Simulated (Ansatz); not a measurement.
Species: C₂H₇Si (charge 0, doublet). It need not be the lowest isomer of its formula. 
Structure (B3LYP-D3(BJ)/def2-TZVP (Ansatz, a first-principles code) minimum search):
```
Si
H 1 1.4918
C 1 1.8840 2 109.96
H 3 1.0909 1 111.28 2 -57.07
H 3 1.0915 4 108.10 1 122.22
H 3 1.0948 4 107.97 5 116.50
C 1 1.8840 2 109.96 3 123.04
H 7 1.0909 1 111.28 2 57.07
H 7 1.0915 8 108.10 1 -122.22
H 7 1.0948 8 107.97 9 -116.50
```
Charge 0, spin multiplicity 2.

Total electronic energies in hartree. Valence correlation only, unless marked. UHF or UKS for open shells. Spin-orbit coupling is left out. No relativistic terms. CBS(X,Y): correlation extrapolated as X^-3; Hartree-Fock from the larger set (for Q and 5 zeta extrapolated as (X+1)exp(-9√X)). [CCSD(T)-MP2]/basis is that difference in the basis named.

```csv
level,program,energy (Eh)
HF/aug-cc-pV(D+d)Z,Ansatz,-368.72970
HF/cc-pV(D+d)Z,Ansatz,-368.72537
HF/aug-cc-pV(T+d)Z,Ansatz,-368.76497
RI-HF/aug-cc-pV(T+d)Z,Ansatz,-368.76495
SVWN5/def2-TZVPD,Ansatz,-367.97546
revPBE/def2-TZVPD,Ansatz,-369.83600
PBE0-D3(BJ)/def2-TZVP,Ansatz + dftd3,-369.70080
PBE0/def2-TZVPD,Ansatz,-369.69561
CAM-B3LYP-D3(BJ)/def2-TZVPD,Ansatz + dftd3,-369.87919
CAM-B3LYP/def2-TZVPD,Ansatz,-369.87403
LC-wPBE/def2-TZVPD,Ansatz,-369.78317
B2GP-PLYP/def2-TZVPD,Ansatz,-369.65117
B2PLYP-D3(BJ)/def2-TZVPD,Ansatz + dftd3,-369.71528
RPA@PBE/cc-pV(T+d)Z,Ansatz,-369.57682
"RI-MP2/CBS(cc-pV(T+d)Z,cc-pV(Q+d)Z)",Ansatz,-369.2915
CCSD/aug-cc-pV(D+d)Z,Ansatz,-369.17740
CCSD/cc-pV(T+d)Z,Ansatz,-369.27599
CCSD/cc-pwCVTZ,Ansatz,-369.28101
CCSD(T)/aug-cc-pV(T+d)Z,Ansatz,-369.30377
"RI-MP2/CBS(cc-pV(T+d)Z,cc-pV(Q+d)Z)+[CCSD(T)-MP2]/cc-pV(D+d)Z",Ansatz,-369.3538
"RI-MP2/CBS(cc-pV(T+d)Z,cc-pV(Q+d)Z)+[CCSD(T)-MP2]/cc-pV(T+d)Z",Ansatz,-369.3549
"RI-MP2/CBS(aug-cc-pV(T+d)Z,aug-cc-pV(Q+d)Z)+[CCSD(T)-MP2]/aug-cc-pV(Q+d)Z",Ansatz,-369.3511
"CCSD(T)/CBS(cc-pV(Q+d)Z,cc-pV(5+d)Z)",Ansatz,-369.3482
```

Totals of different functionals don't rank their quality; only differences between species are comparable.
